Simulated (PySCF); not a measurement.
B(F)(Br)(OH) (BBrFHO), SMILES B(F)(Br)O.

Geometry: ωB97X-D3(BJ)/def2-SVP. One conformer was computed; it need not be the lowest.

Vertical ionisation energy (IE) and electron affinity (EA) in eV. Rows of orbital energies are one-electron estimates. Where ΔSCF, EOM or ADC give a negative EA the extra electron is unbound and the value depends on the basis.

| level | IE | EA |
|---|---|---|
| −ε(HOMO), −ε(LUMO), PBE0/def2-TZVPD (PySCF) | 8.68 | 0.41 |
| ADC(2)/aug-cc-pVDZ (PySCF) | 10.93 | -0.56 |

Beyond the first one, list the lowest photoelectron lines from ADC(2)/aug-cc-pVDZ run with PySCF with their pole strengths (two spins summed). (The exact figures need the calculation; the answer reports its results.)

11.13 eV (1.84), 12.98 eV (1.75), 13.12 eV (1.77), 13.40 eV (1.78), 15.78 eV (1.75).
